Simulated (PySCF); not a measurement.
Nb(NH)(F)2(NH2) (F2H3N2Nb), SMILES [NH]=[Nb]([NH2])([F])[F], multiplicity 1. Geometry optimised at PBE-D3(BJ)/def2-SVP. The multiplicity is an assumed one; other spin states were not compared. The def2 effective core potentials stand for the cores of Nb; spin–orbit coupling is left out. Other conformers were not sampled.

Task: Give the equilibrium geometry at PBE-D3(BJ)/def2-SVP (PySCF confirms it by a frequency run) as a Z-matrix, and its point group. (The exact figures need the calculation; the answer reports its results.)

Result: This is not unique; one that fits is point group Cs.
```
Nb
N 1 1.7584
H 2 1.0237 1 171.66
F 1 1.8966 2 110.98 3 -61.87
F 1 1.8966 2 110.98 3 61.87
N 1 1.9663 2 102.76 3 180.00
H 6 1.0237 1 127.82 2 0.00
H 6 1.0283 7 109.99 1 -180.00
```
Charge 0, spin multiplicity 1.
